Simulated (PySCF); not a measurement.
A structure optimised at PBE0-D3(BJ)/def2-SVP, used in a PySCF frequency run:

```
Si
O 1 1.6316
C 2 1.4049 1 126.44
H 3 1.0994 2 108.37 1 -177.03
H 3 1.1027 4 108.54 2 121.07
H 3 1.1039 4 108.48 5 117.76
O 1 1.6372 2 110.37 3 175.69
H 7 0.9617 1 117.20 2 -65.22
O 1 1.6373 2 109.37 3 -63.59
H 9 0.9615 1 117.61 2 177.28
Br 1 2.2349 2 108.33 3 56.09
```

Problem. Write its SMILES and formula.

Solution. CO[Si](O)(O)Br, CH5BrO3Si

Problem. What are its rotational constants (standard atomic weights)?

Solution. 2.2865, 1.3903, 1.1166 GHz
